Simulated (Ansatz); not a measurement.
Basis sets compared for Ga9N10H26⁺, a nanocrystal cut from wurtzite GaN (hydrogen-capped). Total charge 1; singlet. Geometry r2SCAN-D4/def2-SVP. Ansatz on 5 threads of AMD EPYC 7R13 on a shared host and a share (37 GiB) of an NVIDIA H100 80GB HBM3; times are rough, and most runs start from earlier orbitals.

Cartesian coordinates in Å:
```
N -1.971 -2.697 0.559
Ga -3.047 -2.234 -1.157
N 0.159 -1.760 2.770
Ga 2.155 -2.093 2.561
Ga -0.784 -1.267 1.113
N 0.527 -1.012 -0.280
N -2.218 -0.446 -1.581
Ga -0.321 -0.613 -2.058
N 2.655 -0.227 1.923
Ga 1.815 0.330 0.231
N 3.145 0.447 -1.177
N 0.403 1.164 -2.470
Ga 2.349 1.081 -2.988
N -1.695 0.402 1.326
Ga -2.753 0.893 -0.271
Ga -0.464 1.849 1.981
N 0.848 1.964 0.463
N -1.892 2.586 -0.892
Ga 0.078 2.632 -1.232
H -1.466 -3.569 0.376
H -2.662 -2.933 1.277
H -2.578 -3.283 -2.211
H -4.495 -1.995 -0.621
H -0.247 -2.598 3.198
H 0.032 -1.018 3.469
H 2.298 -3.021 1.305
H 2.768 -2.312 3.973
H 1.032 -1.899 -0.398
H -2.701 -0.210 -2.458
H 0.005 -1.720 -3.100
H 3.677 -0.189 1.866
H 2.406 0.439 2.664
H 3.609 -0.450 -1.344
H 3.900 1.101 -0.949
H -0.027 1.433 -3.366
H 2.574 -0.119 -3.957
H 2.888 2.540 -3.128
H -2.383 0.313 2.084
H -4.268 1.095 0.008
H 0.334 1.226 3.205
H -1.250 3.195 2.102
H 1.499 2.699 0.767
H -2.371 2.895 -1.745
H -2.113 3.323 -0.211
H 0.553 4.057 -1.628
```

The 6-31G sets use Cartesian d functions. Single mean-field runs in def2-SVP, def2-TZVP are fitted with def2-universal-jkfit.

```tsv
level	functions	energy (Eh)	HOMO (eV)	LUMO (eV)	wall time
HF/STO-3G	238	-17661.4163	-8.79	3.98	17 s
HF/6-31G	403	-17866.3058	-13.55	-1.13	20 s
PBE-D4/def2-SVP	558	-17881.4142	-9.23	-4.26	22 s
PBE0-D4/def2-SVP	558	-17881.8452	-10.50	-3.43	21 s
```

Question: Estimate the rows for PBE-D4/def2-TZVP, PBE0-D4/def2-TZVP (with forces).

Answer: 
```csv
level,functions,energy (Eh),HOMO (eV),LUMO (eV),wall time
PBE-D4/def2-TZVP,898,-17884.2681,-9.28,-4.50,17 s
PBE0-D4/def2-TZVP (with forces),898,-17884.6811,-10.52,-3.67,24 s
```
